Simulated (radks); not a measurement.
The numbers below are computed, except where a source is named.
All-electron atom: V3+ in [Ne] 3s1 3p6 3d3 (not the ground configuration). Level of theory: scalar-relativistic Kohn-Sham, BLYP, spin-polarised, spherical densities, finite nucleus; open shells are filled with parallel spins first; Fermi nuclear charge, rms radius 3.6002 fm (a radial shooting solver on a logarithmic mesh with Libxc functionals).

Unscreened Slater integrals over Kohn-Sham orbitals (eV). They are taken over the spin-up orbitals.

\begin{tabular}{lr}
integral & value \\ \hline
F0(3d,3d) & 21.786 \\
F2(3d,3d) & 10.326 \\
F4(3d,3d) & 6.4751 \\
F0(3d,3p) & 23.190 \\
F2(3d,3p) & 11.156 \\
G1(3d,3p) & 13.849 \\
G3(3d,3p) & 8.4431 \\
F0(3d,3s) & 23.753 \\
G2(3d,3s) & 10.601 \\
F0(3d,2p) & 29.930 \\
F2(3d,2p) & 5.5281 \\
G1(3d,2p) & 3.9654 \\
G3(3d,2p) & 2.2466 \\
F0(3p,3p) & 24.961 \\
F2(3p,3p) & 12.565 \\
F0(3p,3s) & 25.601 \\
G1(3p,3s) & 17.030 \\
F0(3p,2p) & 33.864 \\
F2(3p,2p) & 6.6900 \\
G0(3p,2p) & 2.6413 \\
G2(3p,2p) & 2.7453 \\
F0(3s,3s) & 26.303 \\
F0(3s,2p) & 34.949 \\
G1(3s,2p) & 2.8905 \\
F0(2p,2p) & 90.777 \\
F2(2p,2p) & 42.592 \\
\end{tabular}

Derived for the open shells (J is the average intra-shell exchange parameter used in DFT+U). 3d: Racah B = F2/49 - 5 F4/441 = 0.1373 eV, C = 35 F4/441 = 0.5139 eV, C/B = 3.74, F4/F2 = 0.627, J = (F2 + F4)/14 = 1.200 eV.
